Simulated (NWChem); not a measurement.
System: CAlCl₂NO; SMILES O=C=[N][Al]([Cl])[Cl]

NWChem input:

```
start job
memory heap 200 mb stack 900 mb global 1100 mb
geometry units angstroms noautosym nocenter noautoz
  Al     0.000004     0.427462     0.003142
  Cl    -1.797724     1.470655     0.001991
  Cl     1.802634     1.462221     0.002024
  N     -0.003580    -1.326931     0.006054
  C     -0.004270    -2.529546     0.001230
  O     -0.005043    -3.694474    -0.003214
end
basis spherical
  * library def2-svp
end
dft
  xc hfexch
  iterations 150
end
property
  efieldgrad
end
task dft property
```

Geometry: optimised at PBE0/def2-SVP.

Vzz is the largest principal value of the second derivative of the potential at the nucleus (NWChem prints the opposite sign); η is the asymmetry. Non-relativistic.

Atoms are numbered as in the input.

Question: Give the results of this calculation. (Hartree-Fock/def2-SVP.) Quantities: Vzz Al1 (a.u.); η Al1; Vzz Cl3 (a.u.); η Cl3; Vzz N4 (a.u.); η N4; Vzz O6 (a.u.); η O6.

Answer: 
```yaml
Vzz Al1 (a.u.): 0.801
"η Al1": 0.17
Vzz Cl3 (a.u.): 1.308
"η Cl3": 0.27
Vzz N4 (a.u.): 0.397
"η N4": 0.18
Vzz O6 (a.u.): 0.756
"η O6": 0.13
```
